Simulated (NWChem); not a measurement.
System: CH6BeGeO; SMILES C[O][Be][GeH3]

```xyz
10

Be    -0.3426    -0.1523    -0.5618
O     -1.0663    -0.4906    -1.7020
C     -1.7955    -0.8384    -2.8155
H     -2.5697    -0.0825    -3.0339
H     -1.1460    -0.9242    -3.7037
H     -2.3010    -1.8089    -2.6708
Ge     0.7862     0.3676     1.2320
H      1.2034    -0.8725     2.0548
H      2.0946     1.1304     0.9236
H     -0.0104     1.2696     2.2026
```
Atoms are numbered in this order, from 1.

Computed with NWChem. Pople sets run with spherical d functions. Structure relaxed at the PBE0/def2-SVP level. Vzz is the largest principal value of the second derivative of the potential at the nucleus (NWChem prints the opposite sign); η is the asymmetry. Non-relativistic.

```json
[
 {"level": "PBE0/def2-SVP", "Vzz Be1 (a.u.)": "…", "η Be1": "0.00", "Vzz O2 (a.u.)": "…", "η O2": "0.00", "Vzz Ge7 (a.u.)": "…", "η Ge7": "0.00"},
 {"level": "PBE0/6-31G*", "Vzz Be1 (a.u.)": "-0.156", "η Be1": "0.00", "Vzz O2 (a.u.)": "1.404", "η O2": "0.00", "Vzz Ge7 (a.u.)": "-0.474", "η Ge7": "0.00"},
 {"level": "CAM-B3LYP/def2-SVP", "Vzz Be1 (a.u.)": "-0.146", "η Be1": "0.00", "Vzz O2 (a.u.)": "1.369", "η O2": "0.00", "Vzz Ge7 (a.u.)": "-0.735", "η Ge7": "0.00"}
]
```

Task: What belongs in the gaps?

Result: 
- PBE0/def2-SVP, Vzz Be1 (a.u.): -0.138
- PBE0/def2-SVP, Vzz O2 (a.u.): 1.388
- PBE0/def2-SVP, Vzz Ge7 (a.u.): -0.634
